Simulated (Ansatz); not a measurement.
Cartesian coordinates in Å:
```
C 0.7495 -0.6432 -0.2598
Sc -0.8867 0.6940 0.1688
F -1.8808 1.2241 -1.2742
Cl -1.1905 1.3725 2.3532
H 0.8825 -1.3803 0.5420
H 0.6337 -1.1853 -1.2048
H 1.6922 -0.0817 -0.3252
```

Charge 0, multiplicity 1.

(1) List the PBE0/def2-TZVPP orbital energies in eV (the Gaussian-basis code of Ansatz). (Best estimate.)

Results:

(1) Computed: Occupied: -4407.57, -2766.74, -673.12, -483.17, -398.64, -398.54, -398.53, -277.32, -258.60, -196.81, -196.79, -196.78, -59.24, -37.35, -37.12, -36.74, -31.06, -21.94, -18.77, -12.02, -11.64, -11.64, -11.04, -10.99, -9.87, -9.20, -9.08, -7.65. Lowest empty: -2.53, -1.81, -1.39, -0.56, -0.18, 0.27, 0.29, 1.47.
